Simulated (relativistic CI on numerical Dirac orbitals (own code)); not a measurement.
Tm LIII: sensitivity of the levels to the model

Base calculation: Dirac-Coulomb-Breit CI, KLI orbitals optimised for each configuration, a model potential for QED, unscaled Slater integrals.

CI space (outside the closed core [Ne]): 3s²3p⁵, 3s3p⁶, 3s²3p⁴3d, 3s3p⁵3d, 3p⁶3d, 3s3p⁴3d², 3s²3p³3d4p, 3p⁶4s, 3s3p⁴3d4s, 3s²3p⁴4s, 3p⁶4p, 3s²3p⁴4p, 3s²3p³3d², 3s²3p²3d³, 3s3p³3d³, 3s²3p²3d²4s, 3s²3p²3d²4p. Double excitations out of closed p, d and f shells are left out; levels of such configurations are missing from the list, as are those of other unlisted configurations, and high levels can miss mixing partners.

Variants: (1) P86 correlation estimate; (2) Breit term removed; (3) one mean potential for all configurations. Shifts of the energy above 3s²3p⁵ ²P°3/2, in eV, for the lowest level and the first level of each name with at least 55 % of one term (blank where a level changes its place among those of its configuration and J or its character, or is not in the variant):

```csv
Level,Base,Δ(1),Δ(2),Δ(3)
3s²3p⁵ ²P°3/2,0.000,0.000,0.000,0.000
3s²3p⁴3d ²D3/2,242.078,+0.464,+1.036,-0.084
3s²3p⁵ ²P°1/2,248.578,+0.003,+2.764,+0.014
3s²3p⁴3d ⁴F9/2,276.245,+0.463,+3.411,-0.094
3s²3p⁴3d ²P1/2,281.067,+0.459,+2.671,-0.088
3s3p⁶ ²S1/2,422.837,+0.305,+0.806,+0.076
3s²3p⁴3d ⁴D1/2,453.261,+0.462,+3.825,-0.082
3s²3p⁴3d ²G7/2,472.643,+0.465,+4.906,-0.087
3s²3p⁴3d ²G9/2,528.393,+0.465,+6.548,-0.093
3s3p⁵3d ⁴P°1/2,620.109,+0.711,+1.296,+0.089
```

At this charge energies of transitions that change n are usually good to better than 1 %, and those within a shell (Δn = 0) to a few per cent.

Ionisation energy from the two ground configurations alone: base 4922.24 eV; P86 correlation estimate 4924.37 eV; Breit term removed 4927.11 eV. The NIST ASD value (theoretical) is 4922 eV.

LS names give the leading component of a level, which can be under half, so a name can repeat, a term be missing and a line seem to break the LS rules.
